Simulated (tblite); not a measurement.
Isomers of C6H12NP. Computed values, GFN2-xTB/tblite, gas phase, harmonic and unscaled. The method is semi-empirical: single wavenumbers can be off by several per cent or more. One conformer each.

Electronic energies: GFN2-xTB at the same geometries; isomer energies are rough at this level and their order can be wrong.

```tsv
SMILES	electronic energy, lowest = 0 (kcal/mol)
N=[P@]12CC[C@H](CC1)C2	0.0
CC=P1(N(C)C)C=C1	105.9
CC(C)P(C)CC#N	34.7
```

Q: How do GFN2-xTB zero-point energies change the relative energies?

A: 
```tsv
SMILES	ZPE (kcal/mol)	of it from modes above 1550 cm⁻¹	electronic (kcal/mol)	with ZPE, lowest = 0 (kcal/mol)	lowest mode (cm⁻¹)	rings
N=[P@]12CC[C@H](CC1)C2	106.9	51.6	0.0	0.0	105	2
CC(C)P(C)CC#N	103.9	54.7	34.7	31.6	53	0
CC=P1(N(C)C)C=C1	102.0	51.1	105.9	101.0	41	1
```

The zero-point energies span 4.9 kcal/mol, from `CC=P1(N(C)C)C=C1` to `N=[P@]12CC[C@H](CC1)C2`. The order is unchanged.

Q: What do entropy and thermal enthalpy add at 298.15 K and 1 bar (rigid rotor, harmonic oscillator, one conformer each)?

A: 
```csv
SMILES,point group,symmetry number,S (cal/(mol K)),H − H(0) (kcal/mol),ZPE + H − H(0) − TS (kcal/mol)
N=[P@]12CC[C@H](CC1)C2,C1,1,85.6,5.55,87.0
CC(C)P(C)CC#N,C1,1,102.6,7.56,80.8
CC=P1(N(C)C)C=C1,C1,1,102.4,7.64,79.2
```
